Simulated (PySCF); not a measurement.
## Working out the ionisation energy of O+

O+ [He] 2s2 2p3 (4S) → O(2+) [He] 2s2 2p2 (3P). Computed with PySCF 2.14 in aug-cc-pVDZ-DK (4s3p2d, 23 functions), with scalar relativity by spin-free X2C-1e. Frozen: 1s2. Energies in hartree (1 hartree = 27.21139 eV):

```
            part  O+ (lower)  O(2+) (upper)
             UHF  -74.405878     -73.136229
CCSD correlation   -0.088218      -0.078975
             (T)   -0.000786      -0.000658
```

Question: What does Hartree-Fock give?

Answer: (-73.136229) − (-74.405878) = 1.269649 hartree = 34.549 eV.

Question: What do CCSD and CCSD(T) give?

Answer: The CCSD correlation energies differ by 0.009243 hartree = 0.252 eV and the triples by 0.000128 hartree = 0.003 eV, so CCSD gives 34.801 eV and CCSD(T) 34.804 eV.

Reference: 35.121 eV (measured; NIST Atomic Spectra Database, ionization energies), between the lowest levels; spin-orbit coupling is absent from the calculation.

A double-zeta basis recovers only part of the correlation energy.

What remains against the reference includes basis incompleteness, the frozen core and higher excitations.
